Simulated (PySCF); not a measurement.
Job file and geometry (Å, from GFN2-xTB) of an NMR shielding run on SMILES C(C[Si@@H](CC#N)Cl)Cl, C$_{4}$H$_{7}$Cl$_{2}$NSi, GIAO PBE0/pcSseg-1 NMR shielding, non-relativistic, gas phase (PySCF); density fitting, a coarse starting grid and PySCF grid level 2 are the driver's defaults:

```
$ OMP_NUM_THREADS=1 python probes_run.py task.json out

{"job": {"kind": "nmr", "xc": "PBE0", "basis": "pcSseg-1"}, "charge": 0, "multiplicity": 1}
N     -1.881177     0.284754    -2.417635
C     -1.662779    -0.339223    -1.483417
C     -1.362746    -1.089216    -0.305865
Si    -0.592830     0.026533     1.056786
Cl    -0.029016    -1.182432     2.567201
C      0.892519     1.032044     0.383641
C      1.566254     0.431175    -0.836610
Cl     2.099022    -1.239762    -0.498399
H     -2.284294    -1.543205     0.062393
H     -0.674849    -1.893991    -0.573478
H     -1.613349     0.963871     1.530479
H      0.561239     2.034571     0.109395
H      1.634098     1.151467     1.175456
H      2.459322     0.989767    -1.118087
H      0.884171     0.381636    -1.685082
```

Task: What does the program print?

Result: 
```
coarse grid: 14624 points
cycle   1  E = -1420.4678404424  dE =  8.677e-01  |g| = 5.295e-01  |ddm| = 3.601e+00
cycle   2  E = -1420.3322804626  dE =  1.356e-01  |g| = 9.554e-01  |ddm| = 1.359e+00
cycle   3  E = -1420.5325280821  dE = -2.002e-01  |g| = 1.865e-01  |ddm| = 8.612e-01
cycle   4  E = -1420.5401332445  dE = -7.605e-03  |g| = 3.778e-02  |ddm| = 1.605e-01
cycle   5  E = -1420.5404298661  dE = -2.966e-04  |g| = 8.316e-03  |ddm| = 3.507e-02
cycle   6  E = -1420.5404459337  dE = -1.607e-05  |g| = 2.322e-03  |ddm| = 8.857e-03
cycle   7  E = -1420.5404470491  dE = -1.115e-06  |g| = 8.350e-04  |ddm| = 2.599e-03
final grid: 128848 points
cycle   8  E = -1420.5838558190  dE = -3.557e-05  |g| = 7.917e-03  |ddm| = 2.463e-02
cycle   9  E = -1420.5838495688  dE =  6.250e-06  |g| = 9.013e-03  |ddm| = 1.383e-02
cycle  10  E = -1420.5838697719  dE = -2.020e-05  |g| = 1.223e-03  |ddm| = 8.145e-03
cycle  11  E = -1420.5838700822  dE = -3.103e-07  |g| = 2.400e-04  |ddm| = 1.424e-03
cycle  12  E = -1420.5838700953  dE = -1.310e-08  |g| = 7.277e-05  |ddm| = 2.523e-04
cycle  13  E = -1420.5838700959  dE = -6.044e-10  |g| = 5.090e-05  |ddm| = 7.344e-05
cycle  14  E = -1420.5838700964  dE = -5.466e-10  |g| = 8.573e-06  |ddm| = 3.806e-05
converged SCF energy = -1420.5838700964

GIAO shielding tensors (ppm)
atom      isotropic    diamagn.    paramagn.     s11        s22        s33       span
  0 N      -31.295     339.739    -371.033   -202.653   -191.491    300.260    502.913
  1 C       65.781     261.557    -195.776    -50.564    -45.202    293.109    343.673
  2 C      182.790     256.094     -73.304    169.053    178.694    200.624     31.571
  3 Si     346.075     877.750    -531.674    307.537    355.729    374.960     67.423
  4 Cl     944.145    1148.207    -204.062    900.845    955.618    975.971     75.126
  5 C      160.989     254.576     -93.587    147.659    165.004    170.302     22.642
  6 C      139.844     248.147    -108.303    110.286    136.489    172.757     62.471
  7 Cl     831.594    1148.118    -316.524    664.589    791.717   1038.477    373.888
  8 H       29.751      26.986       2.765     24.132     28.615     36.505     12.374
  9 H       29.019      30.039      -1.020     25.736     27.741     33.581      7.846
 10 H       26.403      28.206      -1.803     22.713     24.362     32.133      9.421
 11 H       30.150      31.738      -1.587     25.658     27.358     37.435     11.777
 12 H       29.981      30.696      -0.715     26.481     28.487     34.976      8.495
 13 H       27.688      29.091      -1.403     21.187     26.718     35.157     13.970
 14 H       27.371      31.997      -4.627     23.996     25.242     32.875      8.879
```

Task: Turn these shieldings into chemical shifts. Scale: ¹⁵N (267.73 ppm) against NH3; ¹³C (186.93 ppm) and ²⁹Si (349.16 ppm) and ¹H (31.72 ppm) against TMS; ³⁵Cl (949.78 ppm) vs HCl (reference shieldings calculated alike).

Result: Averaging equivalent atoms: N 0: 299.0; C 1: 121.1; C 6: 47.1; C 5: 25.9; C 2: 4.1; Si 3: 3.1; Cl 7: 118; Cl 4: 6; H 10: 5.31; H 14: 4.35; H 13: 4.03; H 9: 2.70; H 8: 1.97; H 12: 1.74; H 11: 1.57 ppm. Experimental scales use liquid or dissolved standards, which lie at an offset from isolated NH3 (liquid NH3: subtract about 20 ppm). Unscaled 15N shifts of sp2 nitrogen come out 20 to 40 ppm too high even then.

Size and cost of the density-fitted run: 192 basis functions, 74 s wall time on 1 thread of an Arm Neoverse N1, shared host; peak memory 0.85 GiB.
